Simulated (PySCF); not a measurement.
PySCF job for Si(Cl)(OH)(SH)2 (ClH3OS2Si), SMILES O[Si](S)(S)Cl, PBE/pcSseg-1. Geometry: B3LYP-D3(BJ)/def2-SVP. This is a generated structure with no PubChem entry under its InChIKey; it may be hypothetical. Other conformers were not sampled.

```python
import numpy as np
from pyscf import gto, scf, dft
from pyscf.prop.nmr import rks as nmr

mol = gto.M(
    atom='''
    O    -0.23483397    0.20703583    1.89852631
    Si   -0.03358395    0.03054581    0.26497590
    S     0.17273911    1.84484863   -0.84418054
    S     1.72431672   -1.14575305    0.02282912
    Cl   -1.74948832   -0.83363174   -0.52270456
    H    -1.08322954    0.56531804    2.19183844
    H     1.32074334    2.19460367   -0.21539053
    H     1.49974115   -1.85763939    1.15327927
    ''',
    basis='pcSseg-1',
    charge=0,
    spin=0,
    max_memory=1600,
    verbose=3,
)
mf = dft.RKS(mol, xc='pbe')
mf.grids.level = 3
mf.conv_tol = 1e-10
mf.max_cycle = 100
mf.kernel()
n = nmr.NMR(mf)
n.verbose = 2
n.max_cycle_cphf = 60
sigma = n.kernel()
print('atom   isotropic/ppm   span/ppm')
for i, s in enumerate(sigma):
    w = np.linalg.eigvalsh((s + s.T) / 2)
    print(f'{mol.atom_symbol(i):2s}{i + 1:3d} {w.mean():14.3f} {w[2] - w[0]:11.3f}')
```

Output:

```
converged SCF energy = -1622.44975786645
atom   isotropic/ppm   span/ppm
O   1        209.486      59.626
Si  2        309.233      79.573
S   3        600.676     256.076
S   4        622.050     309.631
Cl  5        770.766     326.712
H   6         28.764      18.352
H   7         29.686      17.267
H   8         29.326      17.698
```

Self-consistency was reached.

Cost: around 19 core-seconds (rough).
